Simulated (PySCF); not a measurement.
A structure optimised at PBE0-D3(BJ)/def2-SVP, used in a PySCF frequency run:

```
Sn
H 1 1.7064
H 1 1.7064 2 115.52
I 1 2.6873 2 108.08 3 -121.17
I 1 2.6873 2 108.08 3 121.17
```
Charge 0, spin multiplicity 1.

Write its SMILES, formula and point group.

[I][SnH2][I], H₂I₂Sn, C2v

What are its rotational constants (standard atomic weights)?

2.4108, 0.41529, 0.35636 GHz
